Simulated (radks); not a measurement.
The numbers below are computed, except where a source is named.
Valence configurations of neutral vanadium (all share [Ar]). Level of theory: scalar-relativistic Kohn-Sham, r2SCAN, spin-polarised, spherical densities, finite nucleus; open shells are filled with parallel spins first; meta-GGA in the generalised Kohn-Sham scheme; Fermi nuclear charge, rms radius 3.6002 fm (a radial shooting solver on a logarithmic mesh with Libxc functionals). Energies are relative to 3d3 4s2; eigenvalues in eV for spin up.

valence,E (eV),moment (Bohr magnetons),e(3d),e(4p),e(4s)
3d3.5 4s1.5,-0.789,4,-4.619,-,-4.944
3d3 4s2,0.000,3,-6.246,-,-5.186
3d4 4s0.5 4p0.5,0.170,5,-3.782,-1.596,-4.860
3d5,0.332,5,-1.420,-,-
3d3 4s1.5 4p0.5,1.213,4,-6.897,-2.116,-5.917
3d3 4s1 4p1,1.798,5,-7.340,-2.524,-6.393
3d2.5 4s2 4p0.5,2.827,3,-8.815,-2.267,-6.219
3d3 4s0.5 4p1.5,3.727,5,-7.950,-2.823,-6.669
3d3 4p2,5.642,5,-8.538,-3.085,-
3d2 4s2 4p1,6.594,3,-11.534,-2.982,-7.240

NIST lists [Ar] 3d3 4s2 as the ground configuration; this level of theory puts 3d3.5 4s1.5 lower, by 0.789 eV. The energies are those of spherical high-spin densities, not of single terms.
